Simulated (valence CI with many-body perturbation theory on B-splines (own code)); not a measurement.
## Energy levels of La I

Computed by valence CI with perturbative core correlation (CI+MBPT): three valence electrons over a frozen Dirac-Fock core [Xe], radial functions for each j: 7 s, 7 p, 7 d, 7 f, 4 g, 2 h, with the one-electron correlation potential Σ1 (screened to all orders), the two-electron term Σ2, the three-electron term Σ3, Breit, model QED; selected single and double excitations, second order for the rest, scaled by the run's own slope (own B-spline code, finite nucleus).

Against 62 measured levels this calculation errs by 609 cm⁻¹ on average and by 1408 at most. These come from a selection out of the NIST Handbook of Basic Atomic Spectroscopic Data. Levels without a partner in it may be off by more, other configurations by several thousand cm⁻¹. 6 measured levels below the end of the list, from 15197 cm⁻¹ on, found no clear computed partner.

Levels 46 to 90 of 215, with energies above the lowest level, 5d 6s2 2D_3/2. "Leading %" is the weight of the configuration and term that name the level; weights of strongly mixed levels are sums over their largest components and can fall short. In the jj column 3d3/2^4 stands for four electrons in 3d with j = 3/2. Lifetimes count E1, E2, E3, M1 and M2 decay at the calculated energies, and are blank where another channel may lead or the interval is too uncertain; long ones can be off by a factor of two.

| No. | Configuration | Term | J | E (cm⁻¹) | Leading % | Lifetime | Leading jj |
| --- | --- | --- | --- | --- | --- | --- | --- |
| 46 | 5d2 6p | 4G° | 5/2 | 17549 | 25 | 47.8 ns | 5d5/2 6s 6p1/2 (21 %) |
| 47 | 5d2 6p | 4G° | 7/2 | 17597 | 67 | 36.1 ns | 5d3/2 5d5/2 6p1/2 (33 %) |
| 48 | 5d2 6p | 2D° | 3/2 | 17647 | 57 | 17.0 ns | 5d3/2^2 6p1/2 (31 %) |
| 49 | 5d 6s 6p | 4P° | 1/2 | 17651 | 88 | 215 ns | 5d3/2 6s 6p3/2 (79 %) |
| 50 | 5d3 | 2D | 5/2 | 17788 | 78 |  | 5d3/2 5d5/2^2 (41 %) |
| 51 | 5d 6s 6p | 4P° | 3/2 | 17931 | 75 | 234 ns | 5d5/2 6s 6p3/2 (36 %) |
| 52 | 5d 6s 6p | 4P° | 5/2 | 18153 | 75 | 158 ns | 5d5/2 6s 6p3/2 (53 %) |
| 53 | 5d 6s 6p | 2F° | 7/2 | 18337 | 37 | 97.6 ns | 5d5/2 6s 6p3/2 (20 %) |
| 54 | 5d2 6p | 4G° | 9/2 | 18340 | 88 | 28.6 ns | 5d3/2 5d5/2 6p3/2 (58 %) |
| 55 | 5d2 6p | 2D° | 5/2 | 18874 | 49 | 17.4 ns | 5d3/2 5d5/2 6p1/2 (29 %) |
| 56 | 5d2 6p | 4F° | 3/2 | 19213 | 75 | 15.9 ns | 5d3/2^2 6p3/2 (36 %) |
| 57 | 5d2 6p | 4G° | 11/2 | 19346 | 88 | 26.5 ns | 5d5/2^2 6p3/2 (66 %) |
| 58 | 5d2 6p | 4F° | 5/2 | 19530 | 68 | 16.6 ns | 5d3/2^2 6p3/2 (39 %) |
| 59 | 5d2 6p | 2P° | 3/2 | 19726 | 43 | 12.7 ns | 5d5/2 6s 6p3/2 (25 %) |
| 60 | 5d3 | 2P | 1/2 | 19729 | 56 |  | 5d3/2 5d5/2^2 (37 %) |
| 61 | 5d2 6p | 2P° | 1/2 | 19825 | 42 | 9.88 ns | 5d3/2^2 6p3/2 (36 %) |
| 62 | 5d2 6p | 4F° | 7/2 | 19949 | 64 | 18.4 ns | 5d3/2 5d5/2 6p3/2 (32 %) |
| 63 | 5d3 | 2P | 3/2 | 20366 | 54 |  | 5d5/2^3 (41 %) |
| 64 | 5d2 6p | 4F° | 9/2 | 20565 | 63 | 18.3 ns | 5d3/2 5d5/2 6p3/2 (29 %) |
| 65 | 5d2 6p | 2F° | 5/2 | 20609 | 39 | 29.9 ns | 5d3/2 5d5/2 6p3/2 (23 %) |
| 66 | 5d2 6p | 2G° | 7/2 | 20740 | 59 | 33.3 ns | 5d3/2 5d5/2 6p3/2 (40 %) |
| 67 | 5d3 | 2F | 7/2 | 21082 | 82 |  | 5d3/2 5d5/2^2 (62 %) |
| 68 | 5d3 | 2F | 5/2 | 21105 | 80 |  | 5d3/2 5d5/2^2 (40 %) |
| 69 | 5d2 6p | 2F° | 7/2 | 21367 | 35 | 28.7 ns | 5d3/2 5d5/2 6p3/2 (17 %) |
| 70 | 5d2 6p | 4D° | 1/2 | 21423 | 76 | 8.57 ns | 5d3/2^2 6p3/2 (37 %) |
| 71 | 5d2 6p | 4D° | 3/2 | 21592 | 81 | 8.64 ns | 5d3/2 5d5/2 6p3/2 (50 %) |
| 72 | 5d2 6p | 2G° | 9/2 | 21624 | 52 | 37.4 ns | 5d5/2^2 6p3/2 (45 %) |
| 73 | 5d2 6p | 4D° | 5/2 | 21960 | 81 | 8.72 ns | 5d3/2 5d5/2 6p3/2 (47 %) |
| 74 | 5d2 6p | 4D° | 7/2 | 22460 | 75 | 9.22 ns | 5d5/2^2 6p3/2 (34 %) |
| 75 | 5d2 6p | 2S° | 1/2 | 22606 | 85 | 16.1 ns | 5d3/2 5d5/2 6p1/2 (29 %) |
| 76 | 5d2 6p | 4D° | 1/2 | 23013 | 79 | 22.9 ns | 5d3/2 5d5/2 6p1/2 (33 %) |
| 77 | 4f 5d 6s | 2G° | 7/2 | 23144 | 33 | 138 ns | 4f5/2 5d3/2 6s (32 %) |
| 78 | 4f 5d 6s | 2G° | 9/2 | 23227 | 35 | 81.4 ns | 4f5/2 5d3/2 6s (16 %) |
| 79 | 5d2 6p | 4D° | 3/2 | 23244 | 72 | 23.2 ns | 5d3/2 5d5/2 6p1/2 (59 %) |
| 80 | 5d2 6p | 4D° | 5/2 | 23661 | 60 | 21.0 ns | 5d3/2 5d5/2 6p1/2 (35 %) |
| 81 | 5d 6s 6p | 2F° | 5/2 | 23919 | 20 | 16.3 ns | 5d3/2 5d5/2 6p3/2 (21 %) |
| 82 | 5d2 6p | 4S° | 3/2 | 24015 | 77 | 15.8 ns | 5d3/2 5d5/2 6p1/2 (26 %) |
| 83 | 4f 5d 6s | 4H° | 7/2 | 24148 | 52 | 298 ns | 4f5/2 5d3/2 6s (33 %) |
| 84 | 4f 5d 6s | 2D° | 3/2 | 24219 | 21 | 29.9 ns | 4f5/2 5d3/2 6s (32 %) |
| 85 | 4f 5d 6s | 4H° | 9/2 | 24228 | 34 | 170 ns | 4f5/2 5d3/2 6s (31 %) |
| 86 | 5d2 6p | 2D° | 3/2 | 24319 | 47 | 10.9 ns | 5d3/2^2 6p3/2 (21 %) |
| 87 | 5d2 6p | 4D° | 7/2 | 24333 | 43 | 16.7 ns | 5d3/2 5d5/2 6p3/2 (42 %) |
| 88 | 5d 6s 6p | 2F° | 5/2 | 24437 | 14 | 16.4 ns | 5d5/2^2 6p1/2 (20 %) |
| 89 | 5d3 | 2D | 5/2 | 24734 | 73 |  | 5d3/2^2 5d5/2 (31 %) |
| 90 | 5d2 6p | 2D° | 5/2 | 24803 | 35 | 13.0 ns | 5d3/2 5d5/2 6p3/2 (36 %) |

Names give the largest LS component (configuration and term), which can be under half, so a name can repeat, a term be missing and a line seem to break the LS rules; names also repeat where a configuration has a term twice.

Where two levels of one J and parity lie close, their mixing, g and order are uncertain.
